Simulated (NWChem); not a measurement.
Species: GaH2Cl; SMILES [Cl][GaH2]

```xyz
4

Ga     0.0000     0.0000     0.7144
H      0.0000    -1.4223     1.3671
H      0.0000     1.4223     1.3671
Cl     0.0000     0.0000    -1.4636
```
Atoms are numbered in this order, from 1.

Coordinates come from a B3LYP/6-31G* (spherical d) optimisation.

Symmetry labels are those of C2v in the frame above (b1 and b2, or b-type labels, depend on it).

**Question.** List the 4 lowest vertical singlet excitations from LDA (Slater exchange, VWN5)/def2-SVP, TDA (NWChem).

**Answer.** 
```
state  energy (eV)  oscillator strength  symmetry  leading excitation (squared amplitude)
-----  -----------  -------------------  --------  --------------------------------------
S1            4.33                0.000        a2                      HOMO → LUMO (1.00)
S2            5.62                0.049        a1                    HOMO−1 → LUMO (0.92)
S3            5.84                0.000        a2                    HOMO−2 → LUMO (1.00)
S4            5.92                0.010        b1                    HOMO−3 → LUMO (0.99)
```
